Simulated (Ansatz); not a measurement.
Ansatz (an electronic-structure program) input for C4H4BFO, SMILES C#CB(F)C(C)=O, B3LYP-D3(BJ)/def2-SVP. 

Ansatz 0.2 input:
```yaml
crystal:
  periodic: [false, false, false]
  atoms:
    - {symbol: C, position_ang: [-2.68185789, -0.85806910, 0.36189435]}
    - {symbol: C, position_ang: [-1.63201690, -0.26600759, 0.37080365]}
    - {symbol: B, position_ang: [-0.30094510, 0.44320426, 0.33747751]}
    - {symbol: F, position_ang: [-0.05961491, 1.46007985, 1.14085266]}
    - {symbol: C, position_ang: [0.88857311, -0.07040583, -0.62657699]}
    - {symbol: C, position_ang: [2.01579695, -0.75154259, 0.12277617]}
    - {symbol: O, position_ang: [0.90682060, 0.05373667, -1.82982309]}
    - {symbol: H, position_ang: [-3.59875855, -1.37398793, 0.36134396]}
    - {symbol: H, position_ang: [2.44029037, -0.04961210, 0.83817661]}
    - {symbol: H, position_ang: [2.78355929, -1.08859687, -0.56924605]}
    - {symbol: H, position_ang: [1.61863230, -1.59828572, 0.67986583]}
basis:
  gaussian:
    orbitals: def2-SVP
hamiltonian:
  xc: b3lyp
  dispersion: d3bj
relax: {f_tol: 0.002, max_steps: 200}
```

Program output:

```
WARN ansatz: RAYON_NUM_THREADS=1 ignored (pool sized by the plan → 1); use --threads N
Functional definition: B3LYP
integrals: 0.08 GiB planned
1324 factors; integrals over basis functions are off by at most 2.6e-4 eV
mean field: 0.53 GiB planned
mean field evaluation 1: about -9637.0896 eV, gradient 6.2e1 eV
mean field evaluation 2: about -9630.4453 eV, gradient 8.6e1 eV
mean field evaluation 4: about -9645.5554 eV, gradient 3.9e0 eV
mean field evaluation 8: about -9645.6413 eV, gradient 3.6e-1 eV
mean field evaluation 16: about -9645.6416 eV, gradient 7.3e-5 eV
mean field -9645.64157047 eV, -354.4707896642 hartree, gradient 7.3e-5 eV, S^2 0.000000; 0 other end points of the search recorded, 0 dependent functions left out
the calculation of the forces begins
reference -9645.64181248 eV, -354.4707985578 hartree; 25, 25 occupied and 93, 93 virtual orbitals, 1324 factors
relax step   1: F+E_penalty+E_count = -9646.01873490 eV  Δ(F+E_penalty+E_count) = +0.000e0 eV  max|allowed force component| = 8.523e-1 eV/Å  Δτ_max = 0.0000 Å  (29 SCF iters, accepted)
these checks for a lower state are left out or cut short: starts, cluster_reference, orbital_swaps, neighbouring_geometries, increment
integrals: 0.08 GiB planned
1324 factors; integrals over basis functions are off by at most 2.7e-4 eV
mean field: 0.53 GiB planned
[...]
integrals: 0.08 GiB planned
1324 factors; integrals over basis functions are off by at most 3.4e-4 eV
mean field: 0.53 GiB planned
mean field -9645.74458893 eV, -354.4745755226 hartree, gradient 2.3e-5 eV, S^2 0.000000; 0 other end points of the search recorded, 0 dependent functions left out
the calculation of the forces begins
reference -9645.74483993 eV, -354.4745847468 hartree; 25, 25 occupied and 93, 93 virtual orbitals, 1324 factors
relax step  16: F+E_penalty+E_count = -9646.11580297 eV  Δ(F+E_penalty+E_count) = -6.355e-4 eV  max|allowed force component| = 3.072e-2 eV/Å  Δτ_max = 0.0096 Å  (35 SCF iters, accepted)
these checks for a lower state are left out or cut short: starts, cluster_reference, orbital_swaps, neighbouring_geometries, increment
integrals: 0.08 GiB planned
1324 factors; integrals over basis functions are off by at most 3.4e-4 eV
mean field: 0.53 GiB planned
mean field evaluation 128: about -9645.7447 eV, gradient 4.6e-4 eV
mean field -9645.74466058 eV, -354.4745781556 hartree, gradient 2.3e-5 eV, S^2 0.000000; 0 other end points of the search recorded, 0 dependent functions left out
the calculation of the forces begins
reference -9645.74491161 eV, -354.4745873810 hartree; 25, 25 occupied and 93, 93 virtual orbitals, 1324 factors
relax step  17: F+E_penalty+E_count = -9646.11596792 eV  Δ(F+E_penalty+E_count) = -1.649e-4 eV  max|allowed force component| = 1.430e-2 eV/Å  Δτ_max = 0.0145 Å  (34 SCF iters, accepted)
these checks for a lower state are left out or cut short: starts, cluster_reference, orbital_swaps, neighbouring_geometries, increment
integrals: 0.08 GiB planned
1324 factors; integrals over basis functions are off by at most 3.4e-4 eV
mean field: 0.53 GiB planned
mean field -9645.74464165 eV, -354.4745774602 hartree, gradient 2.3e-5 eV, S^2 0.000000; 0 other end points of the search recorded, 0 dependent functions left out
the calculation of the forces begins
reference -9645.74489268 eV, -354.4745866853 hartree; 25, 25 occupied and 93, 93 virtual orbitals, 1324 factors
relax step  18: F+E_penalty+E_count = -9646.11609153 eV  Δ(F+E_penalty+E_count) = -1.236e-4 eV  max|allowed force component| = 2.166e-2 eV/Å  Δτ_max = 0.0223 Å  (34 SCF iters, accepted)
these checks for a lower state are left out or cut short: starts, cluster_reference, orbital_swaps, neighbouring_geometries, increment
integrals: 0.08 GiB planned
1324 factors; integrals over basis functions are off by at most 3.5e-4 eV
mean field: 0.53 GiB planned
mean field -9645.74459543 eV, -354.4745757614 hartree, gradient 2.3e-5 eV, S^2 0.000000; 0 other end points of the search recorded, 0 dependent functions left out
the calculation of the forces begins
reference -9645.74484637 eV, -354.4745849835 hartree; 25, 25 occupied and 93, 93 virtual orbitals, 1324 factors
relax step  19: F+E_penalty+E_count = -9646.11616689 eV  Δ(F+E_penalty+E_count) = -7.536e-5 eV  max|allowed force component| = 2.133e-2 eV/Å  Δτ_max = 0.0243 Å  (34 SCF iters, accepted)
these checks for a lower state are left out or cut short: starts, cluster_reference, orbital_swaps, neighbouring_geometries, increment
integrals: 0.08 GiB planned
1324 factors; integrals over basis functions are off by at most 3.5e-4 eV
mean field: 0.52 GiB planned
mean field -9645.74449716 eV, -354.4745721503 hartree, gradient 2.3e-5 eV, S^2 0.000000; 0 other end points of the search recorded, 0 dependent functions left out
the calculation of the forces begins
reference -9645.74474798 eV, -354.4745813675 hartree; 25, 25 occupied and 93, 93 virtual orbitals, 1324 factors
relax step  20: F+E_penalty+E_count = -9646.11617475 eV  Δ(F+E_penalty+E_count) = -7.861e-6 eV  max|allowed force component| = 3.154e-2 eV/Å  Δτ_max = 0.0246 Å  (33 SCF iters, accepted)
these checks for a lower state are left out or cut short: starts, cluster_reference, orbital_swaps, neighbouring_geometries, increment
integrals: 0.08 GiB planned
1324 factors; integrals over basis functions are off by at most 3.6e-4 eV
mean field: 0.52 GiB planned
mean field -9645.74447588 eV, -354.4745713681 hartree, gradient 2.4e-5 eV, S^2 0.000000; 0 other end points of the search recorded, 0 dependent functions left out
the calculation of the forces begins
reference -9645.74472655 eV, -354.4745805802 hartree; 25, 25 occupied and 93, 93 virtual orbitals, 1324 factors
relax step  21: F+E_penalty+E_count = -9646.11619634 eV  Δ(F+E_penalty+E_count) = -2.159e-5 eV  max|allowed force component| = 2.349e-2 eV/Å  Δτ_max = 0.0191 Å  (34 SCF iters, accepted)
these checks for a lower state are left out or cut short: starts, cluster_reference, orbital_swaps, neighbouring_geometries, increment
integrals: 0.08 GiB planned
1324 factors; integrals over basis functions are off by at most 3.5e-4 eV
mean field: 0.53 GiB planned
mean field evaluation 160: about -9645.6915 eV, gradient 3.7e-3 eV
mean field -9645.74458695 eV, -354.4745754500 hartree, gradient 2.3e-5 eV, S^2 0.000000; 0 other end points of the search recorded, 0 dependent functions left out
the calculation of the forces begins
reference -9645.74483772 eV, -354.4745846654 hartree; 25, 25 occupied and 93, 93 virtual orbitals, 1324 factors
relax step  22: F+E_penalty+E_count = -9646.11623852 eV  Δ(F+E_penalty+E_count) = -4.218e-5 eV  max|allowed force component| = 1.168e-2 eV/Å  Δτ_max = 0.0174 Å  (34 SCF iters, accepted)
these checks for a lower state are left out or cut short: starts, cluster_reference, orbital_swaps, neighbouring_geometries, increment
integrals: 0.08 GiB planned
1324 factors; integrals over basis functions are off by at most 3.5e-4 eV
mean field: 0.53 GiB planned
mean field -9645.74459807 eV, -354.4745758584 hartree, gradient 1.6e-5 eV, S^2 0.000000; 0 other end points of the search recorded, 0 dependent functions left out
the calculation of the forces begins
reference -9645.74484883 eV, -354.4745850740 hartree; 25, 25 occupied and 93, 93 virtual orbitals, 1324 factors
relax step  23: F+E_penalty+E_count = -9646.11624573 eV  Δ(F+E_penalty+E_count) = -7.213e-6 eV  max|allowed force component| = 8.584e-3 eV/Å  Δτ_max = 0.0035 Å  (26 SCF iters, accepted)
these checks for a lower state are left out or cut short: starts, cluster_reference, orbital_swaps, neighbouring_geometries, increment
integrals: 0.08 GiB planned
1324 factors; integrals over basis functions are off by at most 3.5e-4 eV
mean field: 0.53 GiB planned
mean field -9645.74459415 eV, -354.4745757144 hartree, gradient 1.3e-5 eV, S^2 0.000000; 0 other end points of the search recorded, 0 dependent functions left out
the calculation of the forces begins
reference -9645.74484488 eV, -354.4745849288 hartree; 25, 25 occupied and 93, 93 virtual orbitals, 1324 factors
relax step  24: F+E_penalty+E_count = -9646.11625252 eV  Δ(F+E_penalty+E_count) = -6.794e-6 eV  max|allowed force component| = 4.778e-3 eV/Å  Δτ_max = 0.0032 Å  (26 SCF iters, accepted)
these checks for a lower state are left out or cut short: starts, cluster_reference, orbital_swaps, neighbouring_geometries, increment
integrals: 0.08 GiB planned
1324 factors; integrals over basis functions are off by at most 3.5e-4 eV
mean field: 0.52 GiB planned
mean field -9645.74458415 eV, -354.4745753470 hartree, gradient 1.6e-5 eV, S^2 0.000000; 0 other end points of the search recorded, 0 dependent functions left out
the calculation of the forces begins
reference -9645.74483484 eV, -354.4745845596 hartree; 25, 25 occupied and 93, 93 virtual orbitals, 1324 factors
relax step  25: F+E_penalty+E_count = -9646.11625707 eV  Δ(F+E_penalty+E_count) = -4.552e-6 eV  max|allowed force component| = 3.347e-3 eV/Å  Δτ_max = 0.0039 Å  (26 SCF iters, accepted)
these checks for a lower state are left out or cut short: starts, cluster_reference, orbital_swaps, neighbouring_geometries, increment
integrals: 0.08 GiB planned
1324 factors; integrals over basis functions are off by at most 3.5e-4 eV
mean field: 0.52 GiB planned
mean field -9645.74458267 eV, -354.4745752926 hartree, gradient 2.2e-5 eV, S^2 0.000000; 0 other end points of the search recorded, 0 dependent functions left out
the calculation of the forces begins
reference -9645.74483335 eV, -354.4745845051 hartree; 25, 25 occupied and 93, 93 virtual orbitals, 1324 factors
relax step  26: F+E_penalty+E_count = -9646.11625772 eV  Δ(F+E_penalty+E_count) = -6.441e-7 eV  max|allowed force component| = 2.929e-3 eV/Å  Δτ_max = 0.0005 Å  (21 SCF iters, accepted)
these checks for a lower state are left out or cut short: starts, cluster_reference, orbital_swaps, neighbouring_geometries, increment
integrals: 0.08 GiB planned
1324 factors; integrals over basis functions are off by at most 3.5e-4 eV
mean field: 0.52 GiB planned
mean field -9645.74458026 eV, -354.4745752039 hartree, gradient 3.2e-5 eV, S^2 0.000000; 0 other end points of the search recorded, 0 dependent functions left out
the calculation of the forces begins
reference -9645.74483093 eV, -354.4745844160 hartree; 25, 25 occupied and 93, 93 virtual orbitals, 1324 factors
relax step  27: F+E_penalty+E_count = -9646.11625846 eV  Δ(F+E_penalty+E_count) = -7.387e-7 eV  max|allowed force component| = 1.894e-3 eV/Å  Δτ_max = 0.0012 Å  (21 SCF iters, accepted)
integrals: 0.08 GiB planned
1324 factors; integrals over basis functions are off by at most 3.5e-4 eV
mean field: 0.52 GiB planned
mean field evaluation 192: about -9645.6914 eV, gradient 2.1e-1 eV
mean field -9645.74458026 eV, -354.4745752039 hartree, gradient 3.2e-5 eV, S^2 0.000000; 1 other end points of the search recorded, 0 dependent functions left out
the calculation of the forces begins
reference -9645.74483093 eV, -354.4745844160 hartree; 25, 25 occupied and 93, 93 virtual orbitals, 1324 factors
Total energy: -9646.11650913 eV, -354.4882433380 hartree
Atom 0 at    -2.632615    -0.925659     0.404576 Å, force     0.000973     0.000519     0.000261 eV/Å
Atom 1 at    -1.631242    -0.233502     0.362511 Å, force    -0.000736    -0.000132    -0.000327 eV/Å
Atom 2 at    -0.329977     0.554379     0.298282 Å, force     0.000082    -0.001047     0.000478 eV/Å
Atom 3 at    -0.244100     1.765964     0.836476 Å, force    -0.000318     0.000550     0.000293 eV/Å
Atom 4 at     0.934526    -0.013280    -0.495465 Å, force    -0.000644     0.000972    -0.001894 eV/Å
Atom 5 at     2.022435    -0.849758     0.125059 Å, force     0.000395    -0.000312     0.000017 eV/Å
Atom 6 at     0.929196     0.300372    -1.675920 Å, force     0.000468    -0.000593     0.000926 eV/Å
Atom 7 at    -3.523554    -1.526349     0.443782 Å, force    -0.000110     0.000022    -0.000026 eV/Å
Atom 8 at     2.505245    -0.288284     0.943502 Å, force    -0.000000     0.000070     0.000197 eV/Å
Atom 9 at     2.768959    -1.128595    -0.632617 Å, force    -0.000028     0.000087    -0.000046 eV/Å
Atom 10 at     1.581605    -1.754775     0.577358 Å, force    -0.000083    -0.000137     0.000122 eV/Å
Dipole moment:    -0.083966    -0.458939     0.416880 e Å
```

Self-consistency was reached.
